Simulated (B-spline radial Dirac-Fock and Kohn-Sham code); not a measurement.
Compton profile of Lu¹⁴⁺

System: the Lu¹⁴⁺ ion, configuration [Kr] 4d10 4f10 5s1.

The computed values come from a radial B-spline solver: the impulse approximation on Dirac-Fock orbitals of the configuration average with a finite nucleus. pz is in atomic units of momentum; subshell profiles are per electron, for a selection of subshells; open shells are spread over both j values by their weights.

```
 pz    J total   J 3p3/2   J 4s1/2   J 4d5/2   J 5s1/2
1.5      3.696    0.0525     0.122    0.0904    0.0883
2.2      3.459    0.0521    0.0819    0.0883    0.0406
3.2      3.027    0.0509    0.0389    0.0784    0.0361
4.6      2.235    0.0468    0.0180    0.0519    0.0133
6.8      1.305    0.0353    0.0159    0.0162   0.00419
 10     0.7234    0.0167   0.00569   0.00321   0.00205
 15     0.3575   0.00350   0.00155   0.00257  0.000373
 22     0.1571   0.00208  0.000918  0.000959  0.000235
 32    0.06123   0.00132  0.000115  0.000149  2.93e-05
 46    0.02232  0.000366  4.77e-05  1.34e-05  1.13e-05
 68   0.006987  4.84e-05  2.92e-05    < 1e-6  6.97e-06
100   0.001938  4.53e-06  8.66e-06    < 1e-6  2.06e-06
150  0.0004240    < 1e-6  1.72e-06    < 1e-6    < 1e-6
```

Q: What is the peak value J(0), and which subshell contributes most to it?

A: J(0) = 4.108. The 4d5/2 subshell gives the largest part, 13 %.

Mean momentum ⟨p⟩ by subshell (a.u.): 1s1/2 72.5, 2s1/2 25.9, 2p1/2 34.2, 2p3/2 30.6, 3s1/2 13.0, 3p1/2 15.6, 3p3/2 14.5, 3d3/2 17.4, 3d5/2 17.1, 4s1/2 6.69, 4p1/2 7.50, 4p3/2 7.06, 4d3/2 7.78, 4d5/2 7.63, 4f5/2 7.80, 4f7/2 7.73, 5s1/2 3.36.
